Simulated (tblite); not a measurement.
Species: C₄H₇P₂Si (charge -1).
InChI=1S/C4H7P2Si/c1-3-5-2-4(7)6-3/h2H,1,7H3/q-1

All values are computed: GFN2-xTB (tblite) harmonic vibrations without scaling, gas phase. This tight-binding method is rough: wavenumbers can miss measured ones by several per cent, in bad cases by 10 to 20. Modes of hydrogen on silicon can be 10 to 20 % off.

Harmonic wavenumbers (cm⁻¹): 30.9, 48.7, 101.7, 156.2, 212.7, 278.3, 356.9, 360.3, 399.0, 447.3, 534.8, 542.2, 628.1, 669.4, 741.3, 807.5, 814.2, 831.1, 866.1, 901.1, 1003.1, 1013.8, 1131.5, 1189.4, 1206.7, 1384.1, 1390.1, 1488.5, 1500.3, 2119.2, 2123.5, 2147.4, 2936.9, 2955.3, 2972.8, 2976.7.

A = 3066, B = 1014, C = 772.3 MHz; mass 144.979 u (most abundant isotopes); point group Cs, symmetry number 1.

Problem. Zero-point energy?

Solution. ½Σν̃ = 19634 cm⁻¹ = 234.87 kJ/mol.

Problem. What is S at 273.15 K and 1 bar for an ideal gas of classical rigid rotors and harmonic oscillators?

Solution. Translation 169.10, rotation 121.43, vibration 106.22: S = 396.7 J/(mol K).

Problem. And Cp and H(273.15 K) − H(0)?

Solution. Cp = 137.48 J/(mol K), of which vibrations give 104.22 (their classical limit is 36 R = 299.3); H(273.15 K) − H(0) = 23.69 kJ/mol without the zero-point energy, 14.61 from vibrations.

Problem. Blend soft modes into free rotors: weight 1/[1 + (100 cm⁻¹/ν̃)⁴] for the oscillator and the rest for a rotor with moment μB/(μ + B), μ = h/(8π²ν), B = 10⁻⁴⁴ kg m². What vibrational entropy results?

Solution. 93.55 J/(mol K) in place of 106.22, which changes −T·S at 273.15 K by +3.46 kJ/mol.

Problem. Which modes carry the vibrational entropy at 273.15 K?

Solution. 30.9 cm⁻¹: 23.42; 48.7 cm⁻¹: 19.65; 101.7 cm⁻¹: 13.60; 156.2 cm⁻¹: 10.17; 212.7 cm⁻¹: 7.79; 278.3 cm⁻¹: 5.84 J/(mol K); the other 30 give 25.75 together.

Hindered rotation and anharmonicity are outside this model.

The run took 0.56 s on Arm Neoverse V1, one thread, shared host. This covers the Hessian and the dipole derivatives.
